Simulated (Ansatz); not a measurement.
(1) Predict a relaxed structure of the cluster Cd6⁺ (the lowest doublet isomer of a short search), charge 1, doublet, at PBE/def2-SVP (Ansatz).

Results:

(1) 
```csv
atom,x (Å),y (Å),z (Å)
Cd1,0.558,-1.336,-0.735
Cd2,-3.444,0.185,0.620
Cd3,3.439,-0.165,-0.672
Cd4,-0.564,1.351,0.723
Cd5,2.347,2.445,0.797
Cd6,-2.336,-2.480,-0.733
```
 This is one stationary point.

In the def2 sets Cd takes a core potential; there is no spin–orbit coupling. The relaxation made no stability test and no search for a lower SCF solution. The structure comes from a short search, and lower isomers may exist.
